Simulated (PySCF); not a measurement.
First hyperpolarisability: `CSc1ccc(C=S)s1`, C$_{6}$H$_{6}$S$_{3}$

Molfile (atoms numbered from 1):
```
C6H6S3
     RDKit          3D

 15 15  0  0  0  0  0  0  0  0999 V2000
   -2.9917    0.7154    0.5603 C   0  0  0  0  0  0  0  0  0  0  0  0
   -2.4328   -0.8191   -0.2281 S   0  0  0  0  0  0  0  0  0  0  0  0
   -0.7142   -0.5834   -0.2580 C   0  0  0  0  0  0  0  0  0  0  0  0
    0.1940   -1.5008   -0.7450 C   0  0  0  0  0  0  0  0  0  0  0  0
    1.5086   -1.0611   -0.6527 C   0  0  0  0  0  0  0  0  0  0  0  0
    1.6388    0.1996   -0.0947 C   0  0  0  0  0  0  0  0  0  0  0  0
    2.8052    0.9427    0.1512 C   0  0  0  0  0  0  0  0  0  0  0  0
    4.3171    0.4128   -0.1922 S   0  0  0  0  0  0  0  0  0  0  0  0
    0.0645    0.8479    0.3211 S   0  0  0  0  0  0  0  0  0  0  0  0
   -2.6990    1.5653   -0.0494 H   0  0  0  0  0  0  0  0  0  0  0  0
   -4.0730    0.6499    0.6225 H   0  0  0  0  0  0  0  0  0  0  0  0
   -2.5606    0.7905    1.5544 H   0  0  0  0  0  0  0  0  0  0  0  0
   -0.1063   -2.4502   -1.1487 H   0  0  0  0  0  0  0  0  0  0  0  0
    2.3633   -1.6270   -0.9762 H   0  0  0  0  0  0  0  0  0  0  0  0
    2.6816    1.9255    0.5967 H   0  0  0  0  0  0  0  0  0  0  0  0
  1  2  1  0
  2  3  1  0
  3  4  2  0
  4  5  1  0
  5  6  2  0
  6  7  1  0
  7  8  2  0
  6  9  1  0
  9  3  1  0
  1 10  1  0
  1 11  1  0
  1 12  1  0
  4 13  1  0
  5 14  1  0
  7 15  1  0
M  END
```

Method: PySCF 2.14.0, quadratic response PBE0/def2-SVPD first hyperpolarisability, Taylor convention, gas phase. Geometry: GFN2-xTB.

Question: What is the first hyperpolarisability, and how does it disperse?

Answer: In au, Taylor convention; the vector part is βᵢ = ⅓ Σⱼ (βᵢⱼⱼ + βⱼᵢⱼ + βⱼⱼᵢ); β∥ is 3/5 of the vector part along the dipole, the dipole points from − to +:
```
          process  λ (nm)  β vector norm      β∥   β HRS  depolarisation ratio
  static β(0;0,0)       ∞         2987.2  1704.6  1233.3                  5.05
Pockels β(−ω;ω,0)    1064         3745.5  2141.8       –                     –
```

Second harmonics within 0.3 eV of the first excitation or beyond it are left out.

Question: Which lowest excitations, dipole and polarisabilities go with it?

Answer: S1 2.09 eV (f = 0.000); S2 3.31 eV (f = 0.537); S3 4.50 eV (f = 0.024); dipole 5.25 D; isotropic α 156.7 au static, 163.2 au at 1064 nm.
